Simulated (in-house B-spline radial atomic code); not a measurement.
A radial electron density 4πr²n(r) was computed for an atom or ion in its tabulated ground configuration with an all-electron radial atomic-structure program (B-spline basis); method: non-relativistic Hartree-Fock, average of configuration. Columns: r (bohr), 4πr²n(r) (electrons per bohr), bar.

```
 0.00258   0.9724 #
 0.00309    1.357 ##
 0.00369    1.873 ##
 0.00441    2.574 ###
 0.00527    3.509 ####
  0.0063    4.744 ######
 0.00753    6.343 ########
   0.009    8.372 ##########
  0.0108    10.94 #############
  0.0129    13.95 #################
  0.0154    17.39 #####################
  0.0184    21.14 #########################
   0.022    24.96 ##############################
  0.0262    28.35 ##################################
  0.0314    31.03 #####################################
  0.0375    32.36 #######################################
  0.0448    32.12 #######################################
  0.0535    30.45 #####################################
   0.064    27.98 ##################################
  0.0765    25.92 ###############################
  0.0914    25.55 ###############################
   0.109    27.53 #################################
   0.131    31.54 ######################################
   0.156    35.28 ###########################################
   0.187    36.49 ############################################
   0.223    33.45 ########################################
   0.267    26.71 ################################
   0.319     19.4 #######################
   0.381    14.89 ##################
   0.455    14.58 ##################
   0.544    16.84 ####################
    0.65     18.4 ######################
   0.777    17.13 #####################
   0.929    13.25 ################
    1.11    8.551 ##########
    1.33    4.589 ######
    1.59    2.104 ###
     1.9   0.8244 #
    2.27   0.2721 
    2.71  0.07283 
    3.24  0.01445
```

(1) Which atom or ion is it?
A. Zn4+
B. Ni3+
C. Co3+
D. Co2+

## Answers

(1) C. The area under the curve, ∫4πr²n dr = ∫r·4πr²n d(ln r) on this logarithmic grid, is 24 electrons, which only this option has. The configuration is [Ar] 3d6.
